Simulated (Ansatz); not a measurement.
Isolated molecules relaxed with PBE0-D4/def2-TZVP in Ansatz; ΔE leaves out vibrations. CCSD(T)/CBS is the MP2 limit (def2-TZVPP, def2-QZVPP) plus CCSD(T) − MP2 in def2-TZVPP, frozen cores. This one scheme is used for every species. Functionals use def2-TZVPP.

Reaction (silylene formation by 1,1-elimination): `C[SiH](C)[SiH3]` → `C[SiH3]` + `C[SiH]`

| level | ΔE (kcal/mol) | difference from CCSD(T)/CBS |
| --- | --- | --- |
| PBE-D4 | 58.7 | 2.7 |
| PBE0-D4 | 60.4 | 4.4 |
| BHLYP-D4 | 56.8 | 0.8 |
| ωB97M-V | 54.0 | -2.0 |
| PBE-QIDH | 60.0 | 4.0 |
| PBE0 | 58.1 | 2.1 |
| r2SCANh | 60.3 | 4.3 |
| HF/def2-SVP | 48.7 | -7.3 |
| CCSD(T)/def2-SVP | 52.0 | -4.0 |
| HF/def2-TZVPP | 49.3 | -6.7 |
| MP2/def2-TZVPP | 57.9 | 1.9 |
| SCS-MP2/def2-TZVPP | 54.7 | -1.3 |
| HF/def2-QZVPP | 49.2 | -6.8 |
| SCS-MP2/def2-QZVPP | 55.5 | -0.5 |
| HF/CBS(def2) | 49.2 | -6.8 |
| MP2/CBS(def2) | 59.2 | 3.2 |
| CCSD(T)/CBS | 56.0 | 0 |

(1) What do rigid-rotor, harmonic-oscillator terms from PBE0-D4/def2-TZVP frequencies (298.15 K, 1 bar) make of the CCSD(T)/CBS value? (Estimate.)

Largest T1 diagnostic among the species: 0.012.

Results:

(1) Computed: ΔZPE = -2.8 kcal/mol, ΔH = +53.7 kcal/mol, ΔS = 151 J/(mol·K), ΔG = +42.9 kcal/mol.

From BLYP to BHLYP (50 % exact exchange), in def2-TZVPP and without D4, ΔE moves by +5.4 kcal/mol. Leaving LDA and LC-ωPBE aside and taking each functional with its dispersion term where it has one, the values, not all of them listed here, spread over 8.6 kcal/mol, from BLYP-D4 to r2SCAN0-D4. LDA lies +7.6 kcal/mol from PBE without D4.

CCSD(T)/CBS has its own doubt, a few kJ/mol and more with outer-core shells, so smaller differences from it don't rank the levels.
